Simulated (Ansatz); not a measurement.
Consider the substitution at a C–Se bond: `NC([SiH3])[SeH]` + CH₃OH → `COC(N)[SiH3]` + H₂Se.

Gas-phase electronic energies from Ansatz, PBE0-D4/def2-TZVP geometries. CCSD(T)/CBS adds triple-zeta CCSD(T) − MP2 to the extrapolated MP2 energy (def2 sets, frozen cores). This one scheme is used for every species. DFT in def2-TZVPP. B3LYP here is the variant with VWN-RPA as its local correlation; programs differ in this. For Se outer-core shells are correlated without core-valence functions, which leaves a few kJ/mol of doubt a bond. Scalar relativity is left out up to krypton. Each species was taken in one conformer, which may not be the lowest.

Is it downhill or uphill in electronic energy at CCSD(T)/CBS, and by how much? (Best estimate.)

Computed: Uphill: ΔE = +16.0 kJ/mol.

What do these levels give: PBE-D4, r2SCAN-D4, B3LYP-D4, ωB97X-V, B2PLYP, PBE, r2SCAN, PBE0, MP2/def2-TZVPP, CCSD(T)/def2-TZVPP, HF/CBS(def2), MP2/CBS(def2)? (An estimate is asked.)

Ansatz gave: PBE-D4 11.4, r2SCAN-D4 7.3, B3LYP-D4 8.5, ωB97X-V 4.4, B2PLYP 9.7, PBE 10.0, r2SCAN 7.5, PBE0 10.4, MP2/def2-TZVPP 20.1, CCSD(T)/def2-TZVPP 11.9, HF/CBS(def2) 1.7, MP2/CBS(def2) 24.3 kJ/mol.

Largest T1 diagnostic among the species: 0.012.

In def2-TZVPP, CCSD(T) changes the Hartree–Fock value by +10.4 kJ/mol (the triples alone add +1.2 kJ/mol) and MP2 by +18.6 kJ/mol.
